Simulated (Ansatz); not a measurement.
OZn, singlet, at a GFN2-xTB geometry (such geometries of metal compounds can be far from the true shape). Base run: R2SCAN/STO-3G run with Ansatz (an electronic-structure program).

Here is a job for Ansatz.
Ansatz 0.2 input:
```yaml
crystal:
  periodic: [false, false, false]
  atoms:
    - {symbol: Zn, position_ang: [-0.00000000, -0.00000000, -0.33822725]}
    - {symbol: O, position_ang: [0.00000000, 0.00000000, 1.26835217]}
basis:
  gaussian:
    orbitals: STO-3G
hamiltonian:
  xc: r2scan
```

The base run was repeated with changes; each row names its change, and settings that it needs were set with it.

```json
[
 {"change": "base", "ΔE vs base (eV)": "0.00", "outcome": "converged"},
 {"change": "occupation = up:A1:9 A2:1 B1:4 B2:5 down:A1:9 A2:1 B1:4 B2:5", "ΔE vs base (eV)": "12.95", "outcome": "converged"},
 {"change": "occupation = up:A1:10 A2:1 B1:4 B2:4 down:A1:10 A2:1 B1:4 B2:4", "ΔE vs base (eV)": "0.00", "outcome": "converged"},
 {"change": "occupation = up:A1:11 B1:4 B2:4 down:A1:11 B1:4 B2:4", "ΔE vs base (eV)": "4.12", "outcome": "converged"},
 {"change": "symmetry_tolerance_ang = 0.01", "ΔE vs base (eV)": "0.00", "outcome": "converged"},
 {"change": "occupation = up:A1:10 A2:2 B1:4 B2:3 down:A1:10 A2:2 B1:4 B2:3", "ΔE vs base (eV)": "-", "outcome": "input refused"},
 {"change": "occupation = up:A1:10 A2:1 B1:3 B2:5 down:A1:10 A2:1 B1:3 B2:5", "ΔE vs base (eV)": "10.93", "outcome": "converged"}
]
```

- occupation = up:A1:10 A2:2 B1:4 B2:3 down:A1:10 A2:2 B1:4 B2:3: ended with `Error: 2 electrons of one spin were asked for in irrep 3 (counted from 0), which has 1 orbitals`
